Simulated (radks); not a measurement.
All-electron atom: Ta II in [Kr] 4d10 4f14 5s2 5p5 5d3 6s2 (not the ground configuration).

Method: Dirac Kohn-Sham, BLYP, spin-unpolarised, spherical densities, finite nucleus; open shells fill j = l - 1/2 first; Fermi nuclear charge, rms radius 5.3507 fm; computed with a radial shooting solver on a logarithmic mesh with Libxc functionals.

Energy parts (hartree):
| part | energy |
|---|---|
| total | -15623.0402 |
| kinetic | 17531.4804 |
| electron-nucleus | -38927.5636 |
| Hartree | 6090.8522 |
| exchange-correlation | -317.8092 |

Orbitals (lengths in bohr, moments of r in powers of bohr; <r^-3> diverges for s and p1/2; r(90%) holds 90 % of the orbital's charge):
orbital  occ.  eigenvalue (hartree)       <r^4>  r(90%)      <r>  <r^-3>  small-component weight
1s1/2       2             -2472.267   6.209e-07  0.0340  0.01867       -                7.56e-02
2s1/2       2             -424.8789  0.00009340   0.122  0.07834       -                1.71e-02
2p1/2       2             -406.1780  0.00005638   0.108  0.06486       -                1.72e-02
2p3/2       4             -359.4852  0.00008120   0.118  0.07271   15580                1.55e-02
3s1/2       2             -97.65958    0.003465   0.300   0.2043       -                5.61e-03
3p1/2       2             -89.32649    0.003065   0.292   0.1942       -                5.55e-03
3p3/2       4             -79.27512    0.004017   0.312   0.2088    3503                5.09e-03
3d3/2       4             -65.16739    0.002742   0.285   0.1829   604.3                4.97e-03
3d5/2       6             -62.97766    0.002978   0.291   0.1874   516.4                4.84e-03
4s1/2       2             -20.25559     0.08228   0.659   0.4587       -                1.84e-03
4p1/2       2             -16.81741     0.09036   0.676   0.4644       -                1.75e-03
4p3/2       4             -14.50203      0.1188   0.724   0.4976   807.0                1.57e-03
4d3/2       4              -8.84434      0.1554   0.776   0.5165   121.4                1.38e-03
4d5/2       6              -8.41902      0.1696   0.793   0.5280   101.6                1.33e-03
4f5/2       6              -1.38624      0.6204    1.05   0.6305   17.84                9.16e-04
4f7/2       8              -1.31307      0.6714    1.07   0.6409   16.99                8.95e-04
5s1/2       2              -3.09956       2.670    1.57    1.094       -                4.04e-04
5p1/2       2              -2.09275       4.182    1.76    1.207       -                3.31e-04
5p3/2       3              -1.76085       5.821    1.91    1.309   113.7                2.85e-04
5d3/2       3              -0.48972       35.61    3.00    1.923   8.161                1.33e-04
5d5/2       0              -0.46208       40.80    3.11    1.987   6.621                1.25e-04
6s1/2       2              -0.46783       145.7    4.29    2.951       -                5.90e-05
6p1/2       0              -0.28793       356.5    5.38    3.654       -                3.79e-05
6p3/2       0              -0.25758       481.2    5.80    3.949   10.48                3.28e-05

The highest occupied level is 6s1/2 at -12.730 eV. The density falls to 0.001 e/bohr^3 at r = 4.49 bohr. Summed over all electrons, <r^2> = 57.88 bohr^2, which gives a Langevin (diamagnetic) susceptibility term of -45.8 x 10^-6 cm^3/mol.
